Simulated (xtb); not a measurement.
BH5N, SMILES B[NH3+], charge +1. All values are semi-empirical tight-binding results from xtb (GFN2-xTB unless named), good for trends rather than for accurate numbers. Geometry: GFN2-xTB. The isomer is the one that the SMILES or the coordinates give; other isomers of the formula were not compared.

Optimised geometry:

Bonded distances (Å): B1–N2 1.508, B1–H3 1.164, B1–H4 1.164, N2–H5 1.030, N2–H6 1.026, N2–H7 1.029. Angles (°): N2–B1–H3 119.1, N2–B1–H4 117.3, H3–B1–H4 123.6, B1–N2–H5 108.5, B1–N2–H6 114.4, B1–N2–H7 111.0, H5–N2–H6 108.1, H5–N2–H7 105.8, H6–N2–H7 108.7.
Charge +1, spin multiplicity 1.

A frequency run showed that this geometry is not a minimum.

| Quantity | Value |
|---|---|
| orbital gap | 4.03 eV |
| static polarisability (D4 model) | 23.5 bohr³ |
| solvation energy, GFN2-xTB/ALPB(water) | -72.1 kcal/mol |
| solvation energy, GFN2-xTB/ALPB(octanol) | -65.5 kcal/mol |

Computed IR lines (harmonic; lines under 4 % of the strongest left out, lines within 3 cm⁻¹ merged):
ν (cm⁻¹): 669 (w), 742 (w), 851 (s), 930 (w), 996 (m), 1330 (vs), 1403 (m), 1419 (m), 3229 (s), 3259 (m), 3286 (m) (against the strongest line: vs over 80 %, s over 45 %, m over 15 %, w over 4 %, vw less). 1 imaginary mode(s) remain.

Problem. Give the atomic charges and the Wiberg bond orders between heavy atoms. (The exact figures need the calculation; the answer reports its results.)

Solution. charges (e) B1 0.27, N2 -0.20, H3 0.04, H4 0.03, H5 0.29, H6 0.28, H7 0.29. Bond orders B1–N2 0.93.
